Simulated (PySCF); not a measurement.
C4H5Br. Atoms are numbered in the order given.

```xyz
10

C     -0.3692     3.6755     0.0000
C      0.3801     2.5607     0.0000
C     -0.1678     1.2122     0.0000
C      0.6021     0.1132     0.0000
Br    -0.0915    -1.6447     0.0000
H     -1.4625     3.6261     0.0000
H      0.0853     4.6687     0.0000
H      1.4731     2.6464     0.0000
H     -1.2579     1.1086     0.0000
H      1.6937     0.1452     0.0000
```
Charge 0, spin multiplicity 1.

Geometry: B3LYP-D3(BJ)/def2-SVP. The values are those of a single conformer.

Method: PySCF with KT2/pcSseg-1.

GIAO shieldings, no solvent; atoms listed in one row are averaged. δ = σ(ref) − σ: ¹³C against TMS (σ = 185.1 ppm); ¹H against TMS (σ = 31.47 ppm), references at their B3LYP-D3(BJ)/def2-TZVP geometries, non-relativistic (without spin–orbit terms, shifts of atoms bonded to Cl or Br come out too high).

Computed chemical shifts:
| nucleus | atoms | count | δ (ppm) |
|---|---|---|---|
| ¹³C | C3 | 1 | 139.9 |
| ¹³C | C2 | 1 | 134.2 |
| ¹³C | C4 | 1 | 127.4 |
| ¹³C | C1 | 1 | 116.9 |
| ¹H | H9 | 1 | 6.72 |
| ¹H | H10 | 1 | 6.47 |
| ¹H | H8 | 1 | 6.39 |
| ¹H | H6 | 1 | 5.51 |
| ¹H | H7 | 1 | 5.43 |
